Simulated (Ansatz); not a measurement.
Kohn–Sham single points on CH7NO2Si, SMILES `N[SiH2]C(O)O`.

```yaml
crystal:
  periodic: [false, false, false]
  atoms:
    - {symbol: N, position_ang: [-1.392725, -0.672937, -0.709366]}
    - {symbol: Si, position_ang: [-0.585995, -0.446749, 0.804343]}
    - {symbol: C, position_ang: [1.042954, 0.398268, 0.297352]}
    - {symbol: O, position_ang: [1.580140, -0.272183, -0.811691]}
    - {symbol: O, position_ang: [0.704515, 1.735863, -0.008582]}
    - {symbol: H, position_ang: [-1.942174, -1.504386, -0.855079]}
    - {symbol: H, position_ang: [-1.830876, 0.122683, -1.148295]}
    - {symbol: H, position_ang: [-1.322429, 0.374822, 1.803247]}
    - {symbol: H, position_ang: [-0.323010, -1.800187, 1.356882]}
    - {symbol: H, position_ang: [1.825056, 0.364308, 1.065515]}
    - {symbol: H, position_ang: [0.834136, -0.512713, -1.380905]}
    - {symbol: H, position_ang: [1.487308, 2.158212, -0.379419]}
basis:
  gaussian: {orbitals: def2-TZVPP}
hamiltonian: {xc: r2scan, dispersion: d4}
output: {forces: true, orbitals: {seedname: orbitals}}
```

```sh
$ ansatz run in.yaml --threads 4 --pin off --events-out ev --progress --plain --max-ram 10444MiB
```

Shortened log:

```
Functional definition: r2SCAN
1338 factors; their error is unknown
mean field evaluation 1: about -14599.1080 eV, gradient 8.7e1 eV
mean field evaluation 2: about -14572.0641 eV, gradient 1.4e2 eV
mean field evaluation 4: about -14612.2819 eV, gradient 5.8e0 eV
mean field evaluation 8: about -14612.3547 eV, gradient 3.4e-1 eV
mean field evaluation 16: about -14612.3238 eV, gradient 3.8e-4 eV
mean field -14612.32383825 eV, -536.9929964668 hartree, gradient 3.5e-5 eV, S^2 0.000000; 0 other end points of the search recorded, 0 dependent functions left out
reference -14612.32385073 eV, -536.9929969254 hartree; 25, 25 occupied and 239, 239 virtual orbitals, 1338 factors
Total energy: -14612.38261866 eV, -536.9951566072 hartree
Atom 0 at    -1.392725    -0.672937    -0.709366 Å, force     0.042396    -0.005201     0.003162 eV/Å
Atom 1 at    -0.585995    -0.446749     0.804343 Å, force    -0.032336    -0.023956     0.055658 eV/Å
Atom 2 at     1.042954     0.398268     0.297352 Å, force    -0.054548    -0.177658     0.363815 eV/Å
Atom 3 at     1.580140    -0.272183    -0.811691 Å, force     0.202883    -0.175908    -0.251105 eV/Å
Atom 4 at     0.704515     1.735863    -0.008582 Å, force    -0.167126     0.330419    -0.063000 eV/Å
Atom 5 at    -1.942174    -1.504386    -0.855079 Å, force    -0.034733     0.004508    -0.016374 eV/Å
Atom 6 at    -1.830876     0.122683    -1.148295 Å, force    -0.025921    -0.000323    -0.016828 eV/Å
Atom 7 at    -1.322429     0.374822     1.803247 Å, force     0.009688    -0.006753    -0.005978 eV/Å
Atom 8 at    -0.323010    -1.800187     1.356882 Å, force    -0.000795     0.026591    -0.010726 eV/Å
Atom 9 at     1.825056     0.364308     1.065515 Å, force     0.037579     0.002522    -0.007639 eV/Å
Atom 10 at     0.834136    -0.512713    -1.380905 Å, force    -0.033402     0.000852    -0.030071 eV/Å
Atom 11 at     1.487308     2.158212    -0.379419 Å, force     0.056315     0.024907    -0.020915 eV/Å
Dipole moment:    -0.273834    -0.041057    -0.128029 e Å
```

Run time 4.6 s (4 threads of an Arm Neoverse V2 on a shared host); peak host memory 0.37 GiB.

The same input with `hamiltonian: {xc: {name: CAM-B3LYP}, dispersion: d4}` and no forces (abridged; 3.2 s):

```
Functional definition: CAM-B3LYP
mean field evaluation 16: about -14614.2578 eV, gradient 6.0e-5 eV
mean field -14614.25784336 eV, -537.0640698436 hartree, gradient 6.0e-5 eV, S^2 0.000000
Total energy: -14614.45753834 eV, -537.0714084990 hartree
```

With the line `hamiltonian: {xc: {name: B97M-V}}` and no forces (abridged; 8.5 s):

```
Functional definition: B97M-V
mean field evaluation 16: about -14612.9259 eV, gradient 1.4e-3 eV
mean field -14612.92591464 eV, -537.0151223661 hartree, gradient 3.6e-5 eV, S^2 0.000000
Total energy: -14612.92597718 eV, -537.0151246645 hartree
```

The same input with `hamiltonian: {xc: {name: r2SCAN0}, dispersion: d4}` and no forces (abridged; 4.4 s):

```
Functional definition: r2SCAN0
mean field evaluation 16: about -14611.2923 eV, gradient 9.7e-5 eV
mean field -14611.29233690 eV, -536.9550894914 hartree, gradient 3.5e-5 eV, S^2 0.000000
Total energy: -14611.36039172 eV, -536.9575904600 hartree
```

With the line `hamiltonian: {xc: lda}` and no forces (abridged; 1.2 s):

```
Functional definition: SPW92
mean field evaluation 16: about -14533.0404 eV, gradient 3.1e-4 eV
mean field -14533.04035488 eV, -534.0793821933 hartree, gradient 4.0e-5 eV, S^2 0.000000
Total energy: -14533.04039417 eV, -534.0793836372 hartree
```

Changing it to `hamiltonian: {xc: {name: wB97X-V}}` and no forces (abridged; 7.5 s):

```
Functional definition: wB97X-V
mean field evaluation 16: about -14613.1799 eV, gradient 8.4e-5 eV
mean field -14613.17990685 eV, -537.0244564078 hartree, gradient 3.5e-5 eV, S^2 0.000000
Total energy: -14613.17990478 eV, -537.0244563317 hartree
```
